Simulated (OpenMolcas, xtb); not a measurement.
GaGeH5 (SMILES [GaH2][GeH3]): the dipole moment, rung by rung

GaGeH5: 7 atoms, total charge 0, spin state singlet. As SMILES, `[GaH2][GeH3]`. The coordinates come from a PBE0-D4/def2-TZVP relaxation.

Quantity: the dipole moment, in D. The values are calculated.

```tsv
level	kind	program	value (D)	CPU time
GFN0-xTB	semi-empirical	xtb	0.69	under 2 s
HF/def2-SVPD	Hartree–Fock	OpenMolcas	0.34	20 s
SVWN5/def2-SVPD	LDA	OpenMolcas	0.23	33 s
revPBE/def2-SVPD	GGA	OpenMolcas	0.25	43 s
r2SCAN/def2-SVPD	meta-GGA	OpenMolcas	0.26	60 s
M06-2X/def2-SVPD	hybrid meta-GGA	OpenMolcas	0.30	58 s
```

All-electron rows without a relativistic Hamiltonian named are non-relativistic. The values span 0.23 to 0.69 D. Magnitudes only. CPU times are rough (shared hosts, several kinds of processor and program).
